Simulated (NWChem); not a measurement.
PbH2S, singlet; SMILES [SH][PbH]

All runs: NWChem. Low-valent species are run as closed-shell singlets; no triplet was tried in these runs. Geometry: optimised at PBE0/def2-SVP. def2 effective core potentials on Pb; no spin-orbit coupling. Ions are spin-unrestricted doublets at the neutral geometry; other ion states weren't tried. Functional: LC-ωPBE (HJS hole) with def2-SVP; rows give the range parameter ω in 1/bohr.

```json
[
 {"range parameter (1/bohr)": "0.05", "vertical ionisation energy, ΔSCF (eV)": "8.87", "−ε(HOMO) (eV)": "6.62", "ΔSCF minus −ε(HOMO) (eV)": "2.25"},
 {"range parameter (1/bohr)": "0.15", "vertical ionisation energy, ΔSCF (eV)": "8.93", "−ε(HOMO) (eV)": "7.83", "ΔSCF minus −ε(HOMO) (eV)": "1.10"},
 {"range parameter (1/bohr)": "0.20", "vertical ionisation energy, ΔSCF (eV)": "?", "−ε(HOMO) (eV)": "?", "ΔSCF minus −ε(HOMO) (eV)": "?"},
 {"range parameter (1/bohr)": "0.35", "vertical ionisation energy, ΔSCF (eV)": "9.15", "−ε(HOMO) (eV)": "9.12", "ΔSCF minus −ε(HOMO) (eV)": "0.03"},
 {"range parameter (1/bohr)": "0.60", "vertical ionisation energy, ΔSCF (eV)": "9.31", "−ε(HOMO) (eV)": "9.73", "ΔSCF minus −ε(HOMO) (eV)": "-0.42"}
]
```

Complete the blanks.


- 0.20, vertical ionisation energy, ΔSCF (eV): 8.98
- 0.20, −ε(HOMO) (eV): 8.26
- 0.20, ΔSCF minus −ε(HOMO) (eV): 0.72
